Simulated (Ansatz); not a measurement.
The same path of a periodic cell of 13 atoms, HOs12 (host Os, host structure hcp, interstitial H) was run twice with different band settings.

Computed with DFT PBEsol, scalar-relativistic, plane waves, PAW in Ansatz 0.2.0. Settings: cutoff 420 eV, k mesh 4x3x4, gaussian smearing 0.05 eV, no spin polarisation.

Relaxed end points:

```xyz
13
Lattice="5.4800 0.0000 0.0000 -4.1100 7.1187 0.0000 0.0000 0.0000 4.3265" Properties=species:S:1:pos:R:3
Os -0.003 -0.100 -0.031
Os -0.005 1.576 2.255
Os -1.432 2.408 -0.019
Os -1.380 3.952 2.155
Os -2.726 4.758 -0.003
Os -2.739 6.311 2.154
Os 2.741 0.000 0.002
Os 2.736 1.585 2.152
Os 1.440 2.423 -0.029
Os 1.375 3.958 2.153
Os -0.010 4.748 -0.003
Os -0.011 6.308 2.159
H 0.019 1.561 0.533
```

```xyz
13
Lattice="5.4800 0.0000 0.0000 -4.1100 7.1187 0.0000 0.0000 0.0000 4.3265" Properties=species:S:1:pos:R:3
Os -0.007 -0.093 0.034
Os -0.009 1.582 2.072
Os -1.438 2.415 0.022
Os -1.384 3.959 2.173
Os -2.731 4.765 0.005
Os -2.743 6.318 2.174
Os 2.736 0.007 -0.001
Os 2.732 1.592 2.177
Os 1.435 2.430 0.032
Os 1.371 3.965 2.176
Os -0.014 4.755 0.005
Os -0.015 6.315 2.169
H 0.013 1.568 -0.532
```

Common settings: climbing image yes; force threshold 0.05 eV/Å; end points relaxed.

| run | movable images | spring | optimiser | start path | iteration limit |
| --- | --- | --- | --- | --- | --- |
| 1 | 5 | 2.0 to 10.0 eV/Å², energy-weighted | quadratic models (default) | IDPP | 53 |
| 2 | 3 | 100.0 eV/Å² | fire | default | 50 |

**Question.** What does each run give, and how far can it be trusted?

**Answer.** Run 1: converged after 5 iterations, highest image 0.276 eV above the first end. By the program's own check the climbing image is of a kind that is not told: the force calls were inconclusive, a negative curvature could not be distinguished from the path's own, the only one lies far off the path, or fixed occupations may fill a level only in part (lowest curvatures found: -4.35 and 5.27 eV/Å²).
Run 2: converged after 7 iterations, highest image 0.276 eV above the first end. The order of the point at the top wasn't checked.
Limits of this set-up: coarse k mesh, odd electron count without spin, a small cell, in which the defect meets its images, a typed lattice constant that wasn't relaxed here.
